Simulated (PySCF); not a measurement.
Computed vibrations of [La(NH3)3]3+

[La(NH3)3]3+ (singlet). PySCF 2.14.0, RKS PBE0, La def2-SVP with ECP46, N def2-SVP, H def2-SVP; non-relativistic Hamiltonian with scalar-relativistic core potentials where named; density fitting; no spin-orbit coupling. Central differences of gradients.

```xyz
13

La    0.0000    0.0000    0.0000
N     2.5645    0.0012    0.0000
H     3.0105   -0.4675    0.8082
H     3.0105   -0.4675   -0.8082
H     3.0116    0.9343    0.0000
N    -1.2833    2.2203    0.0000
H    -1.1004    2.8409    0.8082
H    -1.1004    2.8409   -0.8082
H    -2.3150    2.1410    0.0000
N    -1.2812   -2.2215    0.0000
H    -1.9101   -2.3734    0.8082
H    -1.9101   -2.3734   -0.8082
H    -0.6967   -3.0753    0.0000
```

Run from Python with OMP_NUM_THREADS=2. Where DIIS fails, smearing, a level shift and second-order steps follow.
It took 100 s on 2 threads of AMD EPYC 7R43 64-Core Processor (Zen 3), with other jobs on the host.

Task: What are the harmonic wavenumbers and infrared intensities?

Result: Modes are labelled in C3h; negative numbers are unstable modes, those under 60 cm⁻¹ near the noise; a finer grid moves soft modes by up to 10 cm⁻¹.
```csv
cm⁻¹,km/mol,symmetry
-50,–,a''
-48,–,e''
-48,–,e''
-41,–,a''
86,5.8,e'
86,5.8,e'
335,0.0,a'
350,15.6,e'
350,15.6,e'
618,0.0,a'
626,0.0,e''
626,0.0,e''
635,193.1,a''
655,83.5,e'
655,83.5,e'
1398,176.7,e'
1398,176.7,e'
1400,0.0,a'
1612,73.6,e'
1612,73.6,e'
1612,150.6,a''
1613,0.0,a'
1614,0.0,e''
1614,0.0,e''
3366,333.5,e'
3366,333.5,e'
3373,0.0,a'
3440,0.0,e''
3440,0.0,e''
3441,447.4,a''
3445,0.0,a'
3446,217.1,e'
3446,217.1,e'
```

Task: Is this a minimum?

Result: Probably not: 4 unstable, though so soft as to be near the noise; the lowest moves the atoms so:
```
La   0.00  0.00 -0.01
N    0.00  0.00  0.03
H   -0.01 -0.29 -0.13
H    0.01  0.29 -0.13
H    0.00  0.00  0.36
N    0.00  0.00  0.03
H    0.25  0.14 -0.13
H   -0.25 -0.14 -0.13
H    0.00  0.00  0.36
N    0.00  0.00  0.03
H   -0.24  0.15 -0.13
H    0.24 -0.15 -0.13
H    0.00  0.00  0.36
```
